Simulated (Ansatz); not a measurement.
```yaml
crystal:
  periodic: [false, false, false]
  atoms:
    - {symbol: N, position_ang: [0.509079, -2.106292, 0.838196]}
    - {symbol: Cu, position_ang: [0.101942, -0.462672, 0.226051]}
    - {symbol: P, position_ang: [-0.374064, 1.468091, -0.451289]}
    - {symbol: F, position_ang: [-1.465810, 1.596903, -1.545227]}
    - {symbol: F, position_ang: [0.760075, 2.287943, -1.119263]}
    - {symbol: F, position_ang: [-0.899806, 2.545885, 0.535048]}
    - {symbol: H, position_ang: [-0.094552, -2.895047, 0.659384]}
    - {symbol: H, position_ang: [1.463146, -2.434801, 0.857100]}
basis:
  gaussian: {orbitals: x2c-TZVPPall}
hamiltonian: {xc: {name: wB97X-D}, dispersion: d3bjatm}
scf: {lower_state_search: off}
```

```sh
$ ansatz run in.yaml --threads 2 --pin off --events-out ev --progress --plain --max-ram 32768MiB --backend cpu
```

Output, abridged:

```
Error: YAML parse error: error: line 14 column 19: hamiltonian.xc: no functional is named "wB97X-D"; the names, which are not case-sensitive, are SVWN5, SPW92, PBE, PBE0, PBEsol, revPBE, revPBE0, RPBE, rPW86-PBE, HSE06, wPBEh, LC-wPBE, HISS, HF, BLYP, B3LYP, B3LYP5, BHLYP, CAM-B3LYP, r2SCAN, r2SCANh, r2SCAN0, r2SCAN50, m-r2SCAN, B97, wB97, wB97X, wB97X-V, B97M-V, wB97M-V, B2PLYP, B2GP-PLYP, PBE0-DH, PBE-QIDH
12 | basis:
13 |   gaussian: {orbitals: x2c-TZVPPall}
14 | hamiltonian: {xc: {name: wB97X-D}, dispersion: d3bjatm}
15 | scf: {lower_state_search: off}
```

Task: Something in this input is off. What?

Result: The method's name isn't one that the program takes here. The program refused the input.

HSE06 is defined as in plane-wave codes.
